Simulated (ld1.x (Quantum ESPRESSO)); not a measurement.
O (Z = 8): ultrasoft pseudisation with PBE, non-relativistic reference atom.

ld1.x (Quantum ESPRESSO) 7.5 was run on this input:

```
&input
   title='O', zed=8., rel=0, dft='PBE', iswitch=3,
   config='[He] 2s2 2p2 3d-2',
   nld=3, rlderiv=1.95, eminld=-6.0, emaxld=5.0, deld=0.02
 /
 &inputp
   pseudotype=3, tm=.true., lloc=-1, rcloc=1.75,
   nlcc=.false.,
   which_augfun='PSQ', rmatch_augfun_nc=.true.,
   file_pseudopw='O.UPF', file_wfcaegen='ae.wfc', file_wfcncgen='nc.wfc', file_beta='beta', file_chi='chi', file_wfcusgen='us.wfc'
 /
6
2S  1  0   2.00   0.00  0.65  0.85  0.0
2S  1  0   0.00  -1.85  0.65  0.85  0.0
2P  2  1   2.00   0.00  1.30  1.80  0.0
2P  2  1   0.00  -2.55  1.30  1.80  0.0
3D  3  2  -2.00   0.30  1.15  1.35  0.0
3D  3  2  -2.00   1.65  1.15  1.35  0.0
 &test
   configts(1)='2s2 2p2'
 /
```

Command:

```bash
ld1.x < O.in > O.out
```

The program printed (shortened: banner, matrices, multipoles, cross overlaps and the repeated all-electron block are left out):

```
Program LD1 v.7.5
     --------------------------- All-electron run ----------------------------

     O

     atomic number is  8.00
     dft =PBE   lsd =0 sic =0 latt =0  beta=0.20 tr2=1.0E-14
     Exchange-correlation= PBE
                           (   1   4   3   4   0   0   0)
     mesh =1095 r(mesh) =  99.04343 a.u. xmin = -7.00 dx = 0.01250
     1 Ry =  13.60569312 eV

     n l     nl                  e(Ry)          e(Ha)          e(eV)
     1 0     1S 1( 2.00)       -40.9612       -20.4806      -557.3058
     2 0     2S 1( 2.00)        -4.2839        -2.1419       -58.2852
     2 1     2P 1( 2.00)        -3.1786        -1.5893       -43.2465

     final scf error:  8.2E-16 reached in  18 iterations

     Etot =    -146.213707 Ry,     -73.106854 Ha,   -1989.338831 eV

     Ekin =     145.906963 Ry,      72.953482 Ha,    1985.165369 eV
     Encl =    -331.023701 Ry,    -165.511851 Ha,   -4503.806895 eV
     Eh   =      53.456081 Ry,      26.728040 Ha,     727.307027 eV
     Exc  =     -14.553050 Ry,      -7.276525 Ha,    -198.004332 eV

     normalization and overlap integrals

     s(1S/1S) =  1.000000  <r> =   0.1995  <r2> =    0.0538  r(max) =   0.1298
     s(2S/2S) =  1.000000  <r> =   1.0298  <r2> =    1.2608  r(max) =   0.8357
     s(2P/2P) =  1.000000  <r> =   1.0023  <r2> =    1.2541  r(max) =   0.7468

     ------------------------ End of All-electron run ------------------------

     --------------------- Generating US pseudopotential ---------------------

      Generating local potential from pseudized AE potential:
      Matching radius rcloc =   1.7500

      Local pseudo, rcloc= 1.769 Estimated cut-off energy=     7.26 Ry
      Wfc-us  2S rcutus= 0.857  Estimated cut-off energy=    60.93 Ry
      Wfc-us  2S rcutus= 0.857  Estimated cut-off energy=    65.55 Ry
      Wfc-us  2P rcutus= 1.814  Estimated cut-off energy=    25.26 Ry
      Wfc-us  2P rcutus= 1.814  Estimated cut-off energy=    38.78 Ry
      Wfc-us  3D rcutus= 1.344  Estimated cut-off energy=    58.95 Ry
      Wfc-us  3D rcutus= 1.344  Estimated cut-off energy=    60.80 Ry

     Q pseudized with Bessel functions
     Expected ecutrho=     578.3643 due to l1=  0   l2=  2

     ------------------- End of pseudopotential generation -------------------

     Computing logarithmic derivative in   1.94318
     Computing logarithmic derivative in   1.94318
     Computing the partial wave expansion
     R is outside the sphere for l=    0 j= 0.00
     R is outside the sphere for l=    0 j= 0.00
     R is outside the sphere for l=    1 j= 0.00
     R is outside the sphere for l=    1 j= 0.00
     R is outside the sphere for l=    2 j= 0.00
     R is outside the sphere for l=    2 j= 0.00

     ---------------------- Testing the pseudopotential ----------------------

     O

     atomic number is  8.00   valence charge is  6.00
     dft =PBE   lsd =0 sic =0 latt =0  beta=0.20 tr2=1.0E-14
     mesh =1095 r(mesh) =  99.04343 xmin = -7.00 dx = 0.01250

     n l     nl             e AE (Ry)        e PS (Ry)    De AE-PS (Ry)
     1 0     2S   1( 2.00)       -4.28388       -4.28388        0.00000
     2 1     2P   1( 2.00)       -3.17856       -3.17856        0.00000

     eps = 5.9E-24  iter =  1

     Etot =    -146.213707 Ry,     -73.106854 Ha,   -1989.338831 eV
     Etotps =   -27.899045 Ry,     -13.949523 Ha,    -379.585846 eV

     Ekin =       8.149675 Ry,       4.074838 Ha,     110.881978 eV
     Encl =     -45.724333 Ry,     -22.862166 Ha,    -622.111239 eV
     Ehrt =      14.285003 Ry,       7.142501 Ha,     194.357365 eV
     Ecxc =      -4.484819 Ry,      -2.242409 Ha,     -61.019070 eV
     Epseu=      -0.124571 Ry,      -0.062286 Ha,      -1.694879 eV

     ---------------------- End of pseudopotential test ----------------------
```

Generation and configuration tests took about 2 s on one core of a shared server CPU.
